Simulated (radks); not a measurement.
Charge is removed step by step from the 3p down level of neutral iron, starting from [Ne] 3s2 3p(up 3, down 3) 3d6 4s2. Method: scalar-relativistic Kohn-Sham, PBE, spin-polarised, spherical densities, finite nucleus; open shells are filled with parallel spins first; Fermi nuclear charge, rms radius 3.7377 fm; computed with a radial shooting solver on a logarithmic mesh with Libxc functionals.

removed (e)  E - E(0) (eV)  eigenvalue (eV)  E minus straight line (eV)
0                    0.000          -57.369                       0.000
0.25                14.747          -60.692                      -1.350
0.5                 30.357          -64.265                      -1.836
0.75                46.887          -68.049                      -1.403
1                   64.386          -72.017                       0.000

Removing the whole electron costs 64.386 eV by Delta-SCF, against 57.369 eV from minus the eigenvalue at the starting occupation. Slater's transition state (half an electron removed) gives 64.265 eV. Integrating minus the eigenvalue over the occupation (Janak's theorem) gives 64.407 eV. In this scalar-relativistic scheme the density is built from large components alone, so the theorem holds only approximately. The mean slope of the eigenvalue, de/dn, is 14.6 eV per electron.
